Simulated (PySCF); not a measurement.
**Radial density of Rb (rubidium, neutral)**

M06-2X, [Kr] 5s1, 2S determinant. Calculation: PySCF 2.14, in x2c-TZVPall; the spin-free X2C one-electron Hamiltonian (Gaussian nucleus).

```
r (bohr)  4πr²ρ (e/bohr)  4πr²(ρα − ρβ)
  0.0273           46.33         0.0019
  0.0459           40.16         0.0008
  0.0773           42.44         0.0035
   0.130           55.52         0.0060
   0.219           34.92        -0.0012
   0.368           38.18         0.0155
   0.618           24.57         0.0001
    1.04           7.087         0.0561
    1.75           4.804        -0.0021
    2.94          0.8462         0.1251
    4.95          0.2339         0.2255
    8.33         0.04425         0.0442
    14.0       0.0002906         0.0002
```

Densities and radii are taken from the X2C orbitals without a picture-change correction, which distorts them close to the nucleus.

Task: Where is the radial spin density 4πr²(ρα − ρβ) most negative, and why is it negative at all?

Result: Around r = 1.75 bohr, down to -0.0021 e/bohr: exchange with the open shell polarises the paired shells in an unrestricted calculation.
